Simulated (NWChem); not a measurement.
PbI cation, singlet; SMILES [I][Pb+]

Results from NWChem. Low-valent species are run as closed-shell singlets; no triplet was tried in these runs. All runs use the structure optimised with PBE-D3(BJ)/def2-SVP. def2 effective core potentials on I, Pb; no spin-orbit coupling. Vertical excitations in the gas phase; the lowest state need not have the same character in each row.

```
level                           lowest excitation, singlet (eV)  oscillator strength of that lowest state  orbital gap (eV)
------------------------------  -------------------------------  ----------------------------------------  ----------------
PBE/def2-SVP, full TDDFT                             (withheld)                                     0.000        (withheld)
B3LYP/def2-SVP, full TDDFT                                 2.84                                     0.000              3.91
BHandHLYP/def2-SVP, full TDDFT                             3.19                                     0.000              5.83
```

**Question.** Some entries are withheld; supply them.

**Answer.** 
- PBE/def2-SVP, full TDDFT, lowest excitation, singlet (eV): 2.76
- PBE/def2-SVP, full TDDFT, orbital gap (eV): 2.76
